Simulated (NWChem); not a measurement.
System: SiNH4, doublet; SMILES [NH][SiH3]

Program: NWChem. Spin-unrestricted. Structure relaxed at the PBE0/def2-SVP, spin-unrestricted level. No stability test was run on the SCF state. B3LYP is NWChem's, with the RPA form of VWN correlation.

Task: What does the run give for B3LYP/def2-TZVP? Quantities: highest occupied level (eV); lowest empty minus highest occupied level, either spin (eV); dipole (D); <S²>.

Result: 
```
Item                                                         Result
-----------------------------------------------------------  ------
highest occupied level (eV)                                   -7.82
lowest empty minus highest occupied level, either spin (eV)    3.93
dipole (D)                                                     1.43
<S²>                                                          0.754
```
